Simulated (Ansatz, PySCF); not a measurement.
This PySCF input computes a CCSD(T)/cc-pVDZ energy:

```python
from pyscf import gto, scf, mp, cc as ccmod

mol = gto.M(
    atom='''
    C     1.46871891   -0.10220435   -0.17749299
    C     0.20127381   -0.01291603   -0.01782906
    O    -1.06597145    0.15715660    0.07537202
    H    -1.49218478   -0.56653057    0.56895620
    ''',
    basis='cc-pvdz',
    charge=0,
    spin=1,
    verbose=4,
)

mf = scf.UHF(mol)
mf.conv_tol = 1e-10
mf.max_cycle = 100
mf.kernel()
mo, _, stable, _ = mf.stability(return_status=True)
if not stable:
    mf.kernel(mf.make_rdm1(mo, mf.mo_occ))
mp2 = mp.MP2(mf, frozen=3).run()
cc = ccmod.CCSD(mf, frozen=3)
cc.max_cycle = 100
cc.kernel()
et = cc.ccsd_t()
print(f'E(CCSD(T)) = {cc.e_tot + et:.9f}')
```

Task: Write an input for the same energy in Ansatz (a first-principles code) and say what it gives.

Result: 
Ansatz 0.2 input:
```yaml
crystal:
  periodic: [false, false, false]
  atoms:
    - {symbol: C, position_ang: [1.46871891, -0.10220435, -0.17749299]}
    - {symbol: C, position_ang: [0.20127381, -0.01291603, -0.01782906]}
    - {symbol: O, position_ang: [-1.06597145, 0.15715660, 0.07537202]}
    - {symbol: H, position_ang: [-1.49218478, -0.56653057, 0.56895620]}
basis:
  gaussian:
    orbitals: cc-pVDZ
magnetization: {spin_polarized: true, initial_magnetization: 1}
correlation: {method: ccsd_t, electrons: outside_noble_gas}
```
It gives -151.45027 Eh, and PySCF -151.45028 Eh, a difference of 0.01 mEh.

It need not be the lowest isomer of its formula.
